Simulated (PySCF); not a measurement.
# Ionisation energy along the 12-electron series

Calculated with PySCF 2.14 and a two-component X2C-1e Hamiltonian (Gaussian nucleus, no Breit or QED terms), each ion in its own even-tempered basis scaled to its charge; GMP2 freezes 1s2 and drops the highest virtual spinors. Values in eV. NIST values: (m) measured, (s) semi-empirical, (t) theoretical.

| ion | configuration | GHF (spin-free) | GHF (screened spin-orbit) | GMP2 (screened spin-orbit) | NIST |
| --- | --- | --- | --- | --- | --- |
| Sb³⁹⁺ | [Ne] 3s2 | 2816.1 | 2816.1 | 2819.5 | 2815 ± 4 (t) |
| I⁴¹⁺ | [Ne] 3s2 | 3097.8 | 3097.7 | 3101.2 | 3096 ± 4 (t) |

Problem. Fill in the row of Te⁴⁰⁺.

Solution. configuration: [Ne] 3s2; GHF (spin-free): 2955.1; GHF (screened spin-orbit): 2955.1; GMP2 (screened spin-orbit): 2958.5; NIST: 2954 ± 4 (t).
